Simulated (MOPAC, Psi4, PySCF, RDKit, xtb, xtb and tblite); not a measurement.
Two geometries of C2H8O3Si2, SMILES CO[SiH2][SiH2]C(=O)O, relaxed at GFN2-xTB with one dihedral held; other torsions can differ between them too.

Structure A

```
15

C      3.1496    -0.1975     0.6408
O      1.7579    -0.2436     0.7209
Si     0.6594     0.1430    -0.4125
Si    -1.2902    -0.3903     0.6880
C     -1.9197     1.1401     1.6516
O     -2.1999     2.2046     1.1556
O     -1.9982     0.9341     2.9718
H      3.5108    -0.8281    -0.1745
H      3.4944     0.8245     0.4688
H      3.5566    -0.5606     1.5850
H      0.8365     1.5408    -0.8374
H      0.9019    -0.6467    -1.6335
H     -2.3527    -0.6651    -0.2878
H     -1.3083    -1.4730     1.6780
H     -2.3049     1.7344     3.4342
```

Structure B

```
15

C      1.9803    -1.4264     1.3481
O      1.8391    -0.3472     0.4732
Si     0.5881     0.0999    -0.4537
Si    -1.4338    -0.1105     0.6681
C     -1.1791     0.6225     2.4184
O     -0.6243     0.0638     3.3352
O     -1.6122     1.8849     2.5186
H      1.2339    -1.3772     2.1450
H      1.8743    -2.3757     0.8177
H      2.9770    -1.3724     1.7875
H      1.0466     1.4440    -0.7864
H      0.5377    -0.7356    -1.6669
H     -2.5607     0.6352     0.1036
H     -1.8813    -1.4890     0.9230
H     -1.4254     2.2512     3.4012
```

Which is lower in energy at the level Psi4 with B3LYP-D3(BJ)/def2-SVP // GFN2-xTB, and by how much?

B is lower, by 7.19 kJ/mol (dihedral O2–Si3–Si4–C5: 90° in A, 45° in B).

E(B) − E(A) in kJ/mol at the other levels, on the same two geometries: GFN2-xTB (xtb and tblite) -0.93; MMFF94 // GFN2-xTB (RDKit) 6.19; B3LYP/def2-SVP // GFN2-xTB (Psi4) -3.15; PBE/def2-SVP // GFN2-xTB (Psi4) -5.92; PBE-D3(BJ)/def2-SVP // GFN2-xTB (Psi4) -8.38; UFF // GFN2-xTB (RDKit) 10.75; PM3, restricted, heats of formation // GFN2-xTB (MOPAC) -2.48; AM1, restricted, heats of formation // GFN2-xTB (MOPAC) -7.66; GFN1-xTB // GFN2-xTB (xtb) -10.64; restricted B3LYP/6-31G*, spherical d, density fitting // GFN2-xTB (PySCF) -2.30; restricted LDA (SVWN5)/6-31G*, spherical d, density fitting // GFN2-xTB (PySCF) -8.87; restricted Hartree-Fock/STO-3G // GFN2-xTB (PySCF) 3.80; restricted Hartree-Fock/3-21G // GFN2-xTB (PySCF) -2.08.
